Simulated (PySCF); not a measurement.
Members of one family of related compounds. Method used: TDDFT B3LYP/def2-SVPD, vertical, gas phase, core orbitals frozen in the response (PySCF 2.14.0, density-fitted response routines). Geometries: PBE0-D3(BJ)/def2-SVP; one conformer of each isolated species. Triplets are in the Tamm–Dancoff approximation. 'Strongest' means the level of largest summed f among the lowest 10 singlets; it needn't be the same kind of state in each. Relativistic effects are left out although some hold elements past zinc.

Question: Rank by computed lowest singlet excitation energy, lowest first.
A. `CC(=O)[Si@@H]([SiH3])[GeH3]`
B. `OB(O)[Si@H]([SiH3])[GeH3]`
C. `[SiH3]C[Si@@H]([SiH3])[GeH3]`
D. `[SiH3][Si@@H]([GeH3])C1=CC=CS1`

Answer: A (3.53 eV), D (5.17 eV), B (5.89 eV), C (6.19 eV).

```csv
SMILES,S1 (eV),f (strongest),HOMO (eV),α (au),strongest (eV),f (S1),S1 mainly
CC(=O)[Si@@H]([SiH3])[GeH3],3.53,0.16,-6.78,124.9,6.67,0.004,H→L (97%)
[SiH3][Si@@H]([GeH3])c1cccs1,5.17,0.22,-6.73,159.8,5.17,0.224,H→L (92%)
OB(O)[Si@H]([SiH3])[GeH3],5.89,0.16,-7.45,121.3,6.58,0.016,H→L+1 (92%)
[SiH3]C[Si@@H]([SiH3])[GeH3],6.19,0.20,-7.56,135.2,6.52,0.024,H→L (86%)
```

H and L stand for HOMO and LUMO.
